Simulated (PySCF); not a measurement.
Input file for PySCF: R-M06-2X/def2-TZVPPD on CH4O (SMILES CO) with ghost functions.

```python
from pyscf import gto, dft

mol = gto.M(
    atom='''
    C     0.15893451    0.10524703    3.25804849
    O     0.24636960   -0.55572692    4.51386049
    H    -0.85752978    0.44583221    3.03542343
    H     0.44894619   -0.61923599    2.49881800
    H     0.83664859    0.96250599    3.18970067
    H    -0.00655798    0.06337980    5.20548917
    ghost-S    0.08035804    1.49548586   -0.19620550
    ghost-H    1.29801576    0.93039521   -0.21268552
    ghost-H   -0.53190062    0.32486186   -0.43573455
    ''',
    basis='def2-tzvppd',
    charge=0, spin=0, verbose=4, max_memory=1800)
mf = dft.RKS(mol, xc='m062x').density_fit(auxbasis='def2-universal-jkfit')
mf.grids.level = 4
mf.conv_tol = 1e-9
mf.max_cycle = 150
mf.kernel()
mf.dip_moment()
```

It printed:

```
PySCF version 2.14.0

[INPUT] verbose = 4
[INPUT] num. atoms = 9
[INPUT] num. electrons = 18
[INPUT] charge = 0
[INPUT] spin (= nelec alpha-beta = 2S) = 0
[INPUT] symmetry False subgroup None
[INPUT] Mole.unit = angstrom
[INPUT] Symbol           X                Y                Z      unit          X                Y                Z       unit  Magmom
[INPUT]  1 C      0.158934510000   0.105247030000   3.258048490000 AA    0.300342695642   0.198888062124   6.156819346653 Bohr   0.0
[INPUT]  2 O      0.246369600000  -0.555726920000   4.513860490000 AA    0.465571069419  -1.050171678848   8.529960090595 Bohr   0.0
[INPUT]  3 H     -0.857529780000   0.445832210000   3.035423430000 AA   -1.620496427859   0.842500774410   5.736118954788 Bohr   0.0
[INPUT]  4 H      0.448946190000  -0.619235990000   2.498818000000 AA    0.848385343767  -1.170186427574   4.722081655133 Bohr   0.0
[INPUT]  5 H      0.836648590000   0.962505990000   3.189700670000 AA    1.581036697604   1.818872714353   6.027660685642 Bohr   0.0
[INPUT]  6 H     -0.006557980000   0.063379800000   5.205489170000 AA   -0.012392786130   0.119770463830   9.836948875690 Bohr   0.0
[INPUT]  7 GHOST-S   0.080358040000   1.495485860000  -0.196205500000 AA    0.151854687507   2.826058698560  -0.370774659133 Bohr   0.0
[INPUT]  8 GHOST-H   1.298015760000   0.930395210000  -0.212685520000 AA    2.452894291769   1.758192134507  -0.401917383461 Bohr   0.0
[INPUT]  9 GHOST-H  -0.531900620000   0.324861860000  -0.435734550000 AA   -1.005146497286   0.613899943717  -0.823418962511 Bohr   0.0

nuclear repulsion = 40.2584517852672
number of shells = 86
number of NR pGTOs = 293
number of NR cGTOs = 230
basis = def2-tzvppd
ecp = {}


******** <class 'pyscf.df.df_jk.DFRKS'> ********
method = DFRKS
initial guess = minao
damping factor = 0
level_shift factor = 0
DIIS = <class 'pyscf.scf.diis.CDIIS'>
diis_start_cycle = 1
diis_space = 8
diis_damp = 0
SCF conv_tol = 1e-09
SCF conv_tol_grad = None
SCF max_cycles = 150
direct_scf = False
XC library pyscf.dft.libxc version 7.1.2
    S. Lehtola, C. Steigemann, M. J. T. Oliveira, and M. A. L. Marques,  SoftwareX 7, 1–5 (2018)
XC functionals = m062x
    Y. Zhao and D. G. Truhlar,  Theor. Chem. Acc. 120, 215 (2008)
    Y. Zhao and D. G. Truhlar,  Theor. Chem. Acc. 120, 215 (2008)
radial grids:
    Treutler-Ahlrichs [JCP 102, 346 (1995); DOI:10.1063/1.469408] (M4) radial grids

becke partition: Becke, JCP 88, 2547 (1988); DOI:10.1063/1.454033
pruning grids: <function nwchem_prune>
grids dens level: 4
symmetrized grids: False
atomic radii adjust function: <function treutler_atomic_radii_adjust>
small_rho_cutoff = 0
Set gradient conv threshold to 3.16228e-05
Initial guess from minao.
tot grids = 179808
******** <class 'pyscf.df.df.DF'> ********
auxbasis = def2-universal-jkfit
init E= -115.741146828036
  HOMO = -0.364533071290488  LUMO = -0.0079604277769649  gap/eV = 9.70284
cycle= 1 E= -115.667608473659  delta_E= 0.0735  |g|= 0.527  |ddm|= 1.52
  HOMO = -0.254206736114853  LUMO = 0.0069678858084311  gap/eV = 7.10692
cycle= 2 E= -115.648770549852  delta_E= 0.0188  |g|= 0.646  |ddm|= 0.701
  HOMO = -0.358003212661146  LUMO = 0.00793370557176238  gap/eV = 9.95765
cycle= 3 E= -115.718993688043  delta_E= -0.0702  |g|= 0.0331  |ddm|= 0.31
  HOMO = -0.356265644470774  LUMO = 0.00867746226185541  gap/eV = 9.93061
cycle= 4 E= -115.719182884484  delta_E= -0.000189  |g|= 0.00734  |ddm|= 0.041
  HOMO = -0.356273655176885  LUMO = 0.00868856977922949  gap/eV = 9.93113
cycle= 5 E= -115.719193841798  delta_E= -1.1e-05  |g|= 0.00252  |ddm|= 0.00761
  HOMO = -0.356596725051563  LUMO = 0.00866006384239483  gap/eV = 9.93914
cycle= 6 E= -115.719195308658  delta_E= -1.47e-06  |g|= 0.000611  |ddm|= 0.00202
  HOMO = -0.356510952206019  LUMO = 0.00867770902344843  gap/eV = 9.93729
cycle= 7 E= -115.719195403015  delta_E= -9.44e-08  |g|= 7.94e-05  |ddm|= 0.000839
  HOMO = -0.356527889842031  LUMO = 0.00867585299726162  gap/eV = 9.93770
cycle= 8 E= -115.719195405603  delta_E= -2.59e-09  |g|= 1.59e-05  |ddm|= 0.000152
  HOMO = -0.356528941939725  LUMO = 0.00867654845987957  gap/eV = 9.93775
cycle= 9 E= -115.719195405716  delta_E= -1.13e-10  |g|= 2.87e-06  |ddm|= 2.75e-05
  HOMO = -0.356528981190404  LUMO = 0.00867651869197348  gap/eV = 9.93775
Extra cycle  E= -115.719195405718  delta_E= -2.44e-12  |g|= 1.7e-06  |ddm|= 5.13e-06
converged SCF energy = -115.719195405718
Dipole moment(X, Y, Z, Debye): -0.47175,  1.60854, -0.23000
```

The calculation finished and met its thresholds.

Cost: very roughly 27 core-seconds.
